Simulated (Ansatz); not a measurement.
The pair A = NH3 (SMILES N) (first 4 atoms), B = C2H3F (SMILES C=CF); geometry from B3LYP-D3(BJ)/def2-TZVP.
(charge 0, multiplicity 1):
```xyz
10

N     -0.02761    -0.09532     0.64328
H      0.65504     0.24668     1.31115
H      0.41783    -0.82509     0.09885
H     -0.24275     0.66623     0.00996
C     -1.00656    -0.35792     3.90895
C      0.09519     0.15891     4.41065
F      1.11778     0.57550     3.62103
H     -1.14257    -0.47241     2.84044
H     -1.78723    -0.67219     4.58661
H      0.32290     0.31308     5.45686
```

Frozen-core correlation. MP2 and its Hartree–Fock in aug-cc-pVTZ are density fitted.

Codes used: Ansatz (a program for electronic structure) with Gaussian orbitals. Values without a source in brackets are computed.

The counterpoise-corrected interaction energy is E(AB) − E(A in the pair's basis) − E(B in the pair's basis). Total energies (hartree):

| level | AB | A in the pair's basis | B in the pair's basis |
|---|---|---|---|
| HF/aug-cc-pVDZ | -233.1154659 | -56.2056905 | -176.9081090 |
| MP2/aug-cc-pVDZ | -233.7974231 | -56.4056971 | -177.3880260 |
| HF/aug-cc-pVTZ | -233.1778086 | -56.2202659 | -176.9559543 |
| MP2/aug-cc-pVTZ | -234.0080917 | -56.4607599 | -177.5431336 |
| CCSD(T)/aug-cc-pVDZ | -233.8595387 | -56.4262024 | -177.4295710 |

Q: Work out the counterpoise-corrected interaction energy at the basis-set limit: extrapolate the MP2 correlation part as X⁻³, take Hartree–Fock from the larger set, and add the CCSD(T) − MP2 difference of aug-cc-pVDZ.

A: 
1. Differences (1 hartree = 627.509 kcal/mol): HF/aug-cc-pVDZ -1.046; MP2/aug-cc-pVDZ -2.322; HF/aug-cc-pVTZ -0.997; MP2/aug-cc-pVTZ -2.634; CCSD(T)/aug-cc-pVDZ -2.363.
2. Correlation parts, MP2 less HF: -1.276 in aug-cc-pVDZ (X = 2), -1.638 in aug-cc-pVTZ (X = 3).
3. Limit (3³·(-1.638) − 2³·(-1.276))/(3³ − 2³) = -1.790; with HF/aug-cc-pVTZ it gives -2.787.
4. CCSD(T) less MP2 in aug-cc-pVDZ: -0.041.
Result: -2.83 kcal/mol, against -2.32 at MP2/aug-cc-pVDZ. It is an estimate of this method's limit, not of the exact value.
